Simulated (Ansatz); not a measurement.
Basis-set extrapolation for `B1CCO1` (PBE0-D4/def2-TZVP geometry, frozen core, the Gaussian-basis code of Ansatz). Multiplicity 1, RHF reference.

```
                      def2-TZVPP   def2-QZVPP
                 HF  -178.272272  -178.280708
    MP2 correlation    -0.669418    -0.715662
CCSD(T) correlation    -0.726815      not run
```

Energies in hartree. Use E(X) = E(∞) + A·exp(−7.88·√X) for Hartree–Fock and E(X) = E(∞) + B·X^(−2.97) for correlation, with X = 3 and 4, and add CCSD(T) minus MP2 of the smaller set to the MP2 limit.

Problem. What is the CCSD(T) energy at the basis-set limit?

Solution. HF limit: -178.280708 + (-0.008436) × 0.13774 = -178.28187. MP2 limit: -0.715662 + (-0.046244) × 0.74074 = -0.74992. Higher-order term: -0.726815 − (-0.669418) = -0.05740. Total: -179.08919 hartree, 236.6 kJ/mol below CCSD(T)/def2-TZVPP.
